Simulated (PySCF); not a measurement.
Species: C5H10ClFO.
Numbering: `[CH3:1][CH2:2][O:3][CH2:4][C@@H:5]([F:6])[CH2:7][Cl:8]` (hydrogens: H9, H10, H11 on C1; H12, H13 on C2; H14, H15 on C4; H16 on C5; H17, H18 on C7)

Structure optimised with GFN2-xTB, isolated species.

**Question.** Give the optimised bond lengths and angles.

**Answer.** 
```tsv
bond	length (Å)	order
C1–C2	1.519	single
C2–O3	1.412	single
O3–C4	1.402	single
C4–C5	1.529	single
C5–F6	1.379	single
C5–C7	1.524	single
C7–Cl8	1.771	single
C1–H9, C1–H10, C1–H11	1.086	single
C2–H12	1.102	single
C2–H13	1.101	single
C4–H14	1.101	single
C4–H15	1.101	single
C5–H16	1.098	single
C7–H17	1.090	single
C7–H18	1.090	single
```

Bonds in one row agree within 0.01 Å and their mean is given. Orders are formal, as drawn. A selection of angles:
```tsv
angle	degrees
C2–C1–H9	109.9
H9–C1–H10	108.6
C1–C2–O3	108.4
C1–C2–H12	110.6
C1–C2–H13	110.5
O3–C2–H12	109.7
O3–C2–H13	109.8
H12–C2–H13	108.0
C2–O3–C4	113.3
O3–C4–C5	109.5
O3–C4–H14	110.7
O3–C4–H15	110.7
C5–C4–H14	108.8
C5–C4–H15	108.6
H14–C4–H15	108.4
C4–C5–F6	109.5
C4–C5–C7	112.6
C4–C5–H16	109.7
F6–C5–C7	107.6
F6–C5–H16	106.0
C7–C5–H16	111.1
C5–C7–Cl8	109.7
C5–C7–H17	110.3
C5–C7–H18	109.7
Cl8–C7–H17	108.0
Cl8–C7–H18	108.3
H17–C7–H18	110.8
```

Dihedral angles: C1–C2–O3–C4 180° (antiperiplanar); C2–O3–C4–C5 179° (antiperiplanar); O3–C4–C5–F6 -73° (synclinal); C4–C5–C7–Cl8 70° (synclinal).

Of the pairs four or more bonds apart, O3···H18 is among the closest relative to their van der Waals radii: 2.38 Å, 88 % of the sum of Bondi's values.

Point group: C1 (no symmetry element, even within 0.4 Å). Whether it is a minimum is left open (no frequencies). One conformer, not necessarily the lowest.

All values are computed, not measured.
